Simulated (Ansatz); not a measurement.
Species: GeAsH₄, charge 0, doublet. GeAsH4 (SMILES [GeH2][AsH2], doublet).
B3LYP-D3(BJ)/def2-TZVP minimum from Ansatz (an electronic-structure program):
```xyz
6

Ge     0.8996    -0.8195    -0.1830
As    -0.8973     0.7994     0.1866
H      1.2636    -1.4578     1.1875
H      0.3431    -1.9619    -1.0795
H      0.0164     1.8541     0.7992
H     -0.7983     1.4079    -1.2071
```
Charge 0, spin multiplicity 2.

Quantity: atomisation energy (electronic, to ground-state atoms), in kcal/mol. Open shells are spin-unrestricted; no spin-orbit coupling. Cores are frozen in correlated methods (noble-gas shells, and filled d and f shells in the p block). No relativity. CBS(X,Y): correlation extrapolated as X^-3, Hartree-Fock from the larger set. A bracket is a step between two methods taken in the basis named. For partners of very few electrons the exact lower level stands in for a higher one.

CCSD(T)/CBS(cc-pVTZ,cc-pVQZ) + [CCSDT(Q) - CCSD(T)]/cc-pVTZ (Ansatz) gives 323.5 kcal/mol.

### Question
What does PBE/def2-TZVPD (Ansatz) give here, and how do the other levels compare?

### Answer
PBE gives 324.1 kcal/mol, 0.6 kcal/mol above it. Differences of the others: r2SCAN/def2-TZVPD (Ansatz) 5.8; B3LYP/def2-TZVPD (Ansatz) 1.8; CCSD(T)/CBS(cc-pVTZ,cc-pVQZ) (Ansatz) -0.5 kcal/mol.
